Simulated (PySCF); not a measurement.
# Computed data sheet: `c1cc(cc[n+]1[BH3-])CC`

Compound: C₇H₁₂BN.
Geometry (PBE0-D3(BJ)/def2-SVP, Å), atoms numbered from 1 in this order:
```
atom  x, y, z in Å
B1    -3.4190    0.4099   -0.3558
N2    -1.8284    0.2744   -0.2441
C3    -1.0830    1.3288    0.1141
C4     0.2997    1.2697    0.1691
C5     0.9639    0.0807   -0.1510
C6     2.4563   -0.0389   -0.0482
C7     2.9011   -0.5240    1.3305
C8     0.1649   -1.0073   -0.5168
C9    -1.2142   -0.8759   -0.5505
H10   -3.6352    0.8485   -1.4831
H11   -3.7621    1.2003    0.5147
H12   -3.8772   -0.7153   -0.2042
H13   -1.6432    2.2330    0.3573
H14    0.8596    2.1596    0.4647
H15    2.9142    0.9395   -0.2634
H16    2.8180   -0.7350   -0.8215
H17    2.5734    0.1692    2.1200
H18    3.9970   -0.6049    1.3817
H19    2.4759   -1.5129    1.5600
H20    0.6146   -1.9674   -0.7790
H21   -1.8770   -1.6969   -0.8283
```

**PBE0-D3(BJ)/def2-SVP geometry optimisation, gas phase (PySCF)**

```
Rotational constants A, B, C : 4.453, 0.945, 0.843 GHz
```

From PBE0/def2-SVPD ground state, ΔSCF and vertical TDDFT (core frozen in the response) (PySCF):

```
Dipole moment                                                     : 7.49 D
HOMO energy                                                       : -7.13 eV
LUMO energy                                                       : -1.81 eV
HOMO–LUMO gap                                                     : 5.32 eV
Lowest singlet excitation                                         : 4.51 eV (275 nm, f = 0.189)
Strongest line among the 10 lowest singlet transitions            : S1 at 4.51 eV (275 nm, f = 0.189)
Lowest triplet excitation (Tamm–Dancoff)                          : 3.63 eV
Static isotropic polarisability                                   : 111.3 au
Vertical ionisation energy                                        : 9.09 eV
Vertical electron affinity                                        : 0.18 eV
Electronic spatial extent ⟨r²⟩ about the centre of nuclear charge : 1467 bohr²
```

**CAM-B3LYP/pcSseg-1 ground state and GIAO shieldings, non-relativistic (PySCF)**

```
13C chemical shifts (computed TMS as zero) by class         : 167.8 (C5), 158.8 (C3/C9), 132.2 (C4/C8), 32.4 (C6), 19.8 (C7) ppm
1H chemical shifts (computed TMS as zero) by class          : 8.80 (H13/H21), 7.12 (H14/H20), 3.01 (H10/H11/H12), 2.51 (H15/H16), 1.21 (H17/H18/H19) ppm
Isotropic shieldings of nuclei other than C and H, by class : 115 (B1), -28 (N2) ppm
```

Monoisotopic mass (most abundant isotopes): 121.1063 u.

The dipole matches unit charges of opposite sign 1.56 Å apart (1 e·Å = 4.8032 D). With B = h/(8π²I), that is 505.379 GHz u Å² over I, the principal moments of inertia are 113.5, 534.6 and 599.4 u Å² (most abundant isotopes); the inertial defect Ic − Ia − Ib is -48.7 u Å² (zero for a rigid planar frame, negative otherwise). The principal polarisabilities are 77.0, 105.4 and 151.6 au; their mean is the isotropic value. The vertical singlet–triplet gap S1 − T1 is 0.88 eV (TDDFT singlet less Tamm–Dancoff triplet; S1: HOMO→LUMO, weight 0.97; T1: HOMO→LUMO, weight 0.82). From the two ΔSCF values, the fundamental gap I − A is 8.91 eV and the Mulliken electronegativity (I + A)/2 is 4.64 eV. The 10 singlets span 4.51 to 7.13 eV, and their oscillator strengths add up to 0.30. −ε(LUMO) is 1.81 eV against a ΔSCF electron affinity of 0.18 eV. No computed singlet falls in the visible range (750 to 380 nm, 1.65 to 3.26 eV); S1 lies 1.25 eV above its blue end.

 NMR classes are plain means over equivalent atoms (diastereotopic ones count apart unless rotation or inversion swaps them), as if these changed places fast; in this geometry the members of some classes differ.

For the NMR shielding job (CAM-B3LYP/pcSseg-1), on one thread, Arm Neoverse V1 (aarch64), no GPU, on a shared host, this took 53 s and 1.1 GiB of memory at its peak.

One conformer stands for the species.
